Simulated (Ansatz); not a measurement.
Reaction (ligand exchange at the Si–O bond): `C=C(F)O[SiH3]` + `O=C(O)O` → `O=C(O)O[SiH3]` + `C=C(O)F`

Gas-phase electronic energies from Ansatz, PBE0-D4/def2-TZVP geometries. CCSD(T)/CBS adds triple-zeta CCSD(T) − MP2 to the extrapolated MP2 energy (def2 sets, frozen cores). DFT in def2-TZVPP. Each species was taken in one conformer, which may not be the lowest.

```csv
level,ΔE (kJ/mol)
r2SCAN-D4,4.5
HF/def2-TZVPP,6.0
HF/def2-QZVPP,5.5
SCS-MP2/def2-QZVPP,4.3
```

(1) What does CCSD(T)/CBS give? (An estimate is asked.)

Largest T1 diagnostic among the species: 0.014.

Answers

(1) Computed: +3.1 kJ/mol. The listed levels differ from it by 1.4, 2.9, 2.4, 1.2 kJ/mol.
